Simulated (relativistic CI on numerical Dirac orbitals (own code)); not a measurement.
Computed by Dirac-Coulomb-Breit CI, KLI orbitals optimised for each configuration, model QED (radiative potential, 1s self-energy scaled to tabulated hydrogen-like ionisation energies), unscaled Slater integrals (own radial code, finite nucleus).

The strongest absorption lines from the ground level of an ion, among the configurations computed and to levels below about 2550 eV (vacuum wavelength in Å, gf): 4.9645 (0.12), 5.0096 (0.063), 6.4454 (0.0018), 6.8305 (0.052), 6.9348 (0.31), 7.0963 (0.23), 53.809 (0.5), 119.78 (0.05).

(1) Which ion is it?
A. La XLIV
B. La XLVI
C. La XLVIII
D. Pm L

## Answers

(1) B. La XLVI has 12 electrons and the ground level 3s2 1S_0; the strongest line goes to 3s 3p 1P°_1. The pattern of lines fixes the number of electrons, and along that sequence the line energies rise steadily with the charge (about as its square where n changes within one kind of shell, about linearly where n is kept but much faster in heavy ions where fine structure, which grows about as Z⁴, sets the gap, and irregularly where shells cross), which fixes Z. Configurations outside the model, such as inner-shell arrays, can give stronger lines. At this charge energies of transitions that change n are usually good to better than 1 %, and those within a shell (Δn = 0) to a few per cent.

LS names give the leading component of a level, which can be under half, so a name can repeat, a term be missing and a line seem to break the LS rules.
